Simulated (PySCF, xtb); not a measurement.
Cd(F)(SiH3) (CdFH3Si), SMILES [SiH3][Cd][F].

GFN2-xTB (xtb) at its own geometry gives an orbital gap of 3.13 eV and a dipole moment of 5.48 D.

Geometry: PBE0-D3(BJ)/def2-TZVP. The def2 effective core potentials stand for the cores of Cd; spin–orbit coupling is left out.

Problem. What does PySCF with PBE/def2-TZVPD give? (An estimate is asked for; the answer gives what the named calculation found.)

Solution. gap 5.36 eV (levels -7.34 and -1.97 eV), dipole 3.12 D.
